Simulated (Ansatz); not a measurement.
```yaml
crystal:
  periodic: [false, false, false]
  atoms:
    - {symbol: C, position_ang: [1.211513, -0.102596, -1.083361]}
    - {symbol: N, position_ang: [0.791162, 0.001117, -0.298374]}
    - {symbol: C, position_ang: [1.278913, 0.147699, 0.569875]}
    - {symbol: In, position_ang: [-0.604617, -0.068663, -0.424445]}
    - {symbol: C, position_ang: [-1.504022, -0.266747, -1.363771]}
    - {symbol: O, position_ang: [-1.054738, 0.079248, 0.814223]}
    - {symbol: Si, position_ang: [-1.078893, 0.173940, 1.653325]}
    - {symbol: H, position_ang: [0.879376, -0.181048, -1.734474]}
    - {symbol: H, position_ang: [1.591492, 0.520506, -1.012046]}
    - {symbol: H, position_ang: [1.888374, -0.602930, -0.995359]}
    - {symbol: H, position_ang: [1.494981, -0.443080, 0.738533]}
    - {symbol: H, position_ang: [0.678834, 0.197120, 1.152726]}
    - {symbol: H, position_ang: [1.472061, 0.669351, 0.544680]}
    - {symbol: H, position_ang: [-1.975219, 0.330886, -1.409271]}
    - {symbol: H, position_ang: [-0.946814, -0.334954, -2.236628]}
    - {symbol: H, position_ang: [-1.644721, -0.769055, -1.479803]}
    - {symbol: H, position_ang: [-1.714419, 0.197720, 2.072145]}
    - {symbol: H, position_ang: [-0.563485, 0.926701, 1.860272]}
    - {symbol: H, position_ang: [-0.527707, -0.590400, 1.998546]}
basis:
  gaussian: {orbitals: def2-TZVP}
hamiltonian: {xc: {name: revPBE0}, dispersion: d3bjatm}
scf: {lower_state_search: off}
```

```sh
$ ansatz run in.yaml --threads 2 --pin off --events-out ev --progress --plain --max-ram 32768MiB --backend cuda --devices 0, --max-vram 18GiB
```

It prints (some lines left out):

```
Functional definition: revPBE0
2123 factors; their error is unknown
mean field evaluation 1: about -19583.1696 eV, gradient 2.2e2 eV
mean field evaluation 2: about -19338.1546 eV, gradient 3.8e2 eV
mean field evaluation 4: about -19654.8561 eV, gradient 3.5e1 eV
mean field evaluation 8: about -19656.4314 eV, gradient 3.8e-1 eV
mean field evaluation 16: about -19656.5525 eV, gradient 1.2e-3 eV
mean field -19656.55249363 eV, -722.3649804511 hartree, gradient 4.9e-6 eV, S^2 0.000000; 0 other end points of the search recorded, 0 dependent functions left out
reference -19656.55255818 eV, -722.3649828231 hartree; 40, 40 occupied and 274, 274 virtual orbitals, 2123 factors
Total energy: -19658.05435956 eV, -722.4201730059 hartree
Checks for a lower state left out: stability, starts, cluster_reference, orbital_swaps, neighbouring_geometries, increment
```

(1) Something in this input is off. What?

## Answers

(1) The geometry is squeezed to about two thirds of its size. The run converged. The result belongs to that input, not to the molecule as meant.
